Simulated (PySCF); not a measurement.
C$_{2}$H$_{7}$Si, doublet, at a GFN2-xTB geometry; PySCF with BP86/6-31G*.

Input for PySCF:
```python
from pyscf import gto, scf, dft

mol = gto.Mole()
mol.atom = '''
    C     1.52174170    0.61007953    0.15480626
    Si    0.09075186   -0.48666526   -0.24365779
    C    -1.51187863    0.36127300    0.31477419
    H     2.53862615    0.31802367   -0.04021949
    H     1.41387604    1.58674764    0.59320017
    H     0.02745229   -0.74749305   -1.69272064
    H     0.22992818   -1.78305326    0.44183991
    H    -1.51054122    0.54702469    1.38501196
    H    -2.37946502   -0.25228421    0.09084424
    H    -1.64958091    1.31623309   -0.18422968
'''
mol.basis = '6-31g*'
mol.spin = 1
mol.verbose = 4
mol.build()

mf = dft.UKS(mol)
mf.xc = 'bp86'
mf.kernel()
mf.analyze()
```

Output, abridged:

```
PySCF version 2.14.0

[INPUT] verbose = 4
[INPUT] num. atoms = 10
[INPUT] num. electrons = 33
[INPUT] charge = 0
[INPUT] spin (= nelec alpha-beta = 2S) = 1
[INPUT] symmetry False subgroup None
[INPUT] Mole.unit = angstrom
[INPUT] Symbol           X                Y                Z      unit          X                Y                Z       unit  Magmom
[...]
nuclear repulsion = 106.045814526954
number of shells = 34
number of NR pGTOs = 133
number of NR cGTOs = 60
basis = 6-31g*
ecp = {}

******** <class 'pyscf.dft.uks.UKS'> ********
method = UKS
initial guess = minao
damping factor = 0
level_shift factor = 0
DIIS = <class 'pyscf.scf.diis.CDIIS'>
diis_start_cycle = 1
diis_space = 8
diis_damp = 0
SCF conv_tol = 1e-09
SCF conv_tol_grad = None
SCF max_cycles = 50
direct_scf = True
direct_scf_tol = 1e-13
number electrons alpha = 17  beta = 16
XC library pyscf.dft.libxc version 7.1.2
    S. Lehtola, C. Steigemann, M. J. T. Oliveira, and M. A. L. Marques,  SoftwareX 7, 1–5 (2018)
XC functionals = bp86
    A. D. Becke,  Phys. Rev. A 38, 3098 (1988)
    J. P. Perdew,  Phys. Rev. B 33, 8822 (1986)
    J. P. Perdew,  Phys. Rev. B 34, 7406–7406 (1986)
radial grids:
    Treutler-Ahlrichs [JCP 102, 346 (1995); DOI:10.1063/1.469408] (M4) radial grids

becke partition: Becke, JCP 88, 2547 (1988); DOI:10.1063/1.454033
pruning grids: <function nwchem_prune>
grids dens level: 3
symmetrized grids: False
atomic radii adjust function: <function treutler_atomic_radii_adjust>
small_rho_cutoff = 0
Set gradient conv threshold to 3.16228e-05
tot grids = 116072
init E= -369.705575242477

cycle= 1 E= -369.787672178341  delta_E= -0.0821  |g|= 0.352  |ddm|= 1.84
cycle= 2 E= -369.707301656427  delta_E= 0.0804  |g|= 0.507  |ddm|= 0.811
cycle= 3 E= -369.855922509147  delta_E= -0.149  |g|= 0.03  |ddm|= 0.533
cycle= 4 E= -369.856550979594  delta_E= -0.000628  |g|= 0.0127  |ddm|= 0.0603
cycle= 5 E= -369.856641627119  delta_E= -9.06e-05  |g|= 0.00495  |ddm|= 0.0168
cycle= 6 E= -369.856657329342  delta_E= -1.57e-05  |g|= 0.00111  |ddm|= 0.00731
cycle= 7 E= -369.856658217717  delta_E= -8.88e-07  |g|= 0.000242  |ddm|= 0.00165
cycle= 8 E= -369.856658262954  delta_E= -4.52e-08  |g|= 4.65e-05  |ddm|= 0.00043
cycle= 9 E= -369.856658264626  delta_E= -1.67e-09  |g|= 1.91e-05  |ddm|= 0.000101
cycle= 10 E= -369.856658264873  delta_E= -2.47e-10  |g|= 5.49e-06  |ddm|= 3.62e-05
Extra cycle  E= -369.856658264876  delta_E= -3.18e-12  |g|= 5.29e-06  |ddm|= 1.58e-05
[...]
converged SCF energy = -369.856658264876  <S^2> = 0.7531096  2S+1 = 2.0031072
Total Energy =                        -369.856658264875932
[...]
spin_pop of  1 Si 4py       0.00010
spin_pop of  1 Si 4pz       0.00185
spin_pop of  1 Si 3dxy      0.00001
spin_pop of  1 Si 3dyz      0.00162
spin_pop of  1 Si 3dz^2     0.00114
spin_pop of  1 Si 3dxz      0.00201
spin_pop of  1 Si 3dx2-y2    0.00063
spin_pop of  2 C 1s       -0.00000
spin_pop of  2 C 2s       -0.00002
spin_pop of  2 C 3s        0.00000
spin_pop of  2 C 2px      -0.00020
spin_pop of  2 C 2py       0.00034
spin_pop of  2 C 2pz       0.00063
spin_pop of  2 C 3px       0.00002
spin_pop of  2 C 3py       0.00005
spin_pop of  2 C 3pz       0.00013
spin_pop of  2 C 3dxy     -0.00000
spin_pop of  2 C 3dyz      0.00000
spin_pop of  2 C 3dz^2     0.00000
spin_pop of  2 C 3dxz      0.00000
spin_pop of  2 C 3dx2-y2   -0.00000
spin_pop of  3 H 1s       -0.02442
spin_pop of  3 H 2s        0.00010
spin_pop of  4 H 1s       -0.02467
spin_pop of  4 H 2s        0.00011
spin_pop of  5 H 1s        0.04218
spin_pop of  5 H 2s        0.00045
spin_pop of  6 H 1s        0.03800
spin_pop of  6 H 2s        0.00041
spin_pop of  7 H 1s       -0.00026
spin_pop of  7 H 2s        0.00006
spin_pop of  8 H 1s       -0.00068
spin_pop of  8 H 2s       -0.00002
spin_pop of  9 H 1s       -0.00024
spin_pop of  9 H 2s        0.00005
 ** Mulliken Spin Density (per atom)  **
spin density of  0 C =      0.99259
spin density of  1 Si =     -0.02463
spin density of  2 C =      0.00096
spin density of  3 H =     -0.02432
spin density of  4 H =     -0.02456
spin density of  5 H =      0.04263
spin density of  6 H =      0.03840
spin density of  7 H =     -0.00020
spin density of  8 H =     -0.00069
spin density of  9 H =     -0.00019
 ** Mulliken pop alpha/beta on meta-lowdin orthogonal AOs **
 ** Mulliken pop       alpha | beta **
In total            17.00000 | 16.00000
 ** Mulliken atomic charges   ( Nelec_alpha | Nelec_beta ) **
charge of  0C =     -0.44342  (     3.71801      2.72542 )
charge of  1Si =      0.57580  (     6.69979      6.72441 )
charge of  2C =     -0.55237  (     3.27667      3.27570 )
charge of  3H =      0.12321  (     0.42624      0.45056 )
charge of  4H =      0.12436  (     0.42554      0.45010 )
charge of  5H =     -0.09410  (     0.56836      0.52573 )
charge of  6H =     -0.09399  (     0.56620      0.52779 )
charge of  7H =      0.11965  (     0.44007      0.44027 )
charge of  8H =      0.12134  (     0.43898      0.43967 )
charge of  9H =      0.11952  (     0.44015      0.44034 )
Dipole moment(X, Y, Z, Debye): -0.05966,  0.62445,  0.30587
```
